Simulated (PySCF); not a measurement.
Vertical excitations of a molecule C5H12Si from TDA-PBE/def2-SVPD (PySCF), as energy in eV (oscillator strength): 6.00 (0.008), 6.08 (0.217), 6.35 (0.073), 6.54 (0.001), 6.57 (0.016), 6.71 (0.004). Lowest triplet (TDA): 3.98 eV. The structure is a stationary point at PBE-D3(BJ)/def2-SVP. The values are those of a single conformer.

Problem. Identify the compound among the candidates.
(A) C/C=C(\C)[SiH2]C
(B) CCC/C=C\[SiH3]
(C) C=C(C)[SiH](C)C
(D) C[C@H]1CC[C@@H]1[SiH3]

Solution. B, CCC/C=C\[SiH3]
